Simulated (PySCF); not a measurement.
## Radial density of Zr²⁺ (zirconium, charge +2)

BLYP, [Kr] 4d1 5p1, one real determinant (an excited configuration). All numbers are calculated (PySCF 2.14, scalar relativity by spin-free X2C-1e, in x2c-TZVPPall (8s6p6d2f1g, 79 functions)).

```
r (bohr)  4πr²ρ (e/bohr)  4πr²(ρα − ρβ)
  0.0393           45.25         0.0047
  0.0661           45.07         0.0131
   0.111           61.54         0.0258
   0.187           42.56         0.0760
   0.315           43.33         0.1440
   0.529           30.53         0.0068
   0.891           9.641         0.2856
    1.50           6.225         0.6018
    2.52          0.9837         0.5195
    4.24          0.3022         0.3008
    7.13        0.008538         0.0085
    12.0       6.162e-05         0.0001
```

Densities and radii are taken from the X2C orbitals without a picture-change correction, which distorts them close to the nucleus.

⟨L²⟩ = 8.01 against 12 for a pure F term, so this real determinant mixes terms.
